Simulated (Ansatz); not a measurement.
Calculated with Ansatz (gas phase, PBE0-D4/def2-TZVP geometries, no zero-point term in ΔE). CBS: MP2 limit from def2 TZ/QZ plus the TZ coupled-cluster correction, frozen cores. This one scheme is used for every species. Each species was taken in one conformer, which may not be the lowest.

`O[SiH2]B(F)F` + `CN[SiH2]O` → `CN([SiH2]O)[SiH2]O` + `FBF`  (cleavage of the Si–B bond)

```
         level  ΔE (kcal/mol)
  HF/CBS(def2)          -24.1
CCSD/CBS(def2)          -24.4
```

**Question.** What does CCSD(T)/CBS give? (Estimate.)

**Answer.** The calculation gave: -24.8 kcal/mol. The listed levels differ from it by 0.7, 0.4 kcal/mol.

Largest T1 diagnostic among the species: 0.013.

In def2-TZVPP, CCSD(T) changes the Hartree–Fock value by −1.1 kcal/mol (the triples alone add −0.4 kcal/mol) and MP2 by −3.3 kcal/mol. The D4 term adds −3.3 kcal/mol with B3LYP and −1.8 kcal/mol with PBE0; it sums over pairs of atoms, weighted by their polarisabilities, and B3LYP, whose exchange is more repulsive, gets the larger term.

B3LYP here is the variant with VWN-RPA as its local correlation; programs differ in this.
